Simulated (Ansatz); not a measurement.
Two structures of Al2NH6O4, doublet, reached by relaxing down either side of one saddle point (PBE0-D4/def2-TZVP). Energies are electronic, without zero-point energy. Program: Ansatz 0.2.0. Basis: def2-TZVPP and def2-QZVPP. Cores are frozen in the correlated methods; orbitals are unrestricted. Extrapolation: Hartree–Fock as exp(−7.88 √X), correlation as X^−2.97. First:

Al1  (-0.660, 0.739, 0.450)
O2  (-1.178, -0.671, 1.256)
Al3  (-1.180, -1.699, -0.158)
O4  (0.479, -2.122, -0.624)
O5  (-1.192, -0.001, -1.129)
O6  (-0.772, 2.410, 0.735)
H7  (1.734, 0.446, 1.216)
N8  (1.298, 0.432, 0.300)
H9  (0.753, -3.038, -0.655)
H10  (-0.884, 0.128, -2.026)
H11  (-1.571, 2.860, 0.998)
H12  (1.349, -0.539, -0.060)
H13  (1.825, 1.054, -0.302)
(Å)

Second:

Al1  (-0.031, 0.964, 0.174)
O2  (-0.427, -0.555, 1.161)
Al3  (-1.114, -1.631, -0.179)
O4  (0.060, -2.856, -0.425)
O5  (-0.791, -0.088, -1.142)
O6  (-0.962, 2.330, 0.582)
H7  (0.199, -0.907, 1.796)
N8  (1.706, 1.252, -0.018)
H9  (-0.188, -3.739, -0.693)
H10  (-1.143, 0.186, -1.987)
H11  (-1.814, 2.283, 1.008)
H12  (2.360, 0.622, -0.449)
H13  (2.144, 2.137, 0.173)
(Å)

Question: Which bonds change from the first to the second?

Answer: Al₂NH₆O₄ ([NH3][Al]1([OH])[O][Al]([OH])[OH]1) → Al₂NH₆O₄ ([NH2][Al]1([OH])[OH][Al]([OH])[OH]1); bonds formed: O2–H7; dative contacts that become bonds: Al1–N8; bonds broken: H7–N8; bonds weakened to dative contacts: Al1–O2.

Question: Give the saddle point's structure and its height above each. (Judge from chemistry; the value comes from the calculation.)

Answer: The calculation gives: 1.001 eV above the first and 1.012 eV above the second (CCSD(T) at an estimated basis limit (MP2 extrapolated from triple and quadruple zeta, plus CCSD(T) − MP2 in triple zeta)).
```xyz
13
angstrom
Al -0.3817 0.9462 0.2389
O -0.3312 -0.5165 1.2819
Al -0.9768 -1.6871 0.0821
O 0.2809 -2.5379 -0.7386
O -1.1688 -0.0946 -0.9974
O -0.9355 2.5213 0.4982
H 0.8485 -0.2028 1.0519
N 1.4904 0.6983 0.3083
H 0.2824 -3.4921 -0.7814
H -1.3589 -0.0074 -1.9300
H -1.8374 2.7690 0.6850
H 1.9794 0.2395 -0.4488
H 2.1087 1.3642 0.7499
```

No T1 diagnostic of these runs exceeds 0.014. ⟨S²⟩ of the unrestricted Hartree–Fock references: 0.75 (a pure state has 0.75).

Labels in which every atom is bracketed show which atoms are joined, not bond orders.

For scale, one of the runs: CCSD(T)/def2-TZVPP, 323 basis functions, launched by `ansatz run in.yaml --threads 4 --pin off --events-out ev --progress --plain --max-ram 41984MiB --backend cuda --devices 0, --max-vram 37GiB`. The run took 21 s on 4 CPU threads of an AMD EPYC 7R13 and a share of one NVIDIA H100 (shared host), with 0.87 GiB of host memory at its peak.
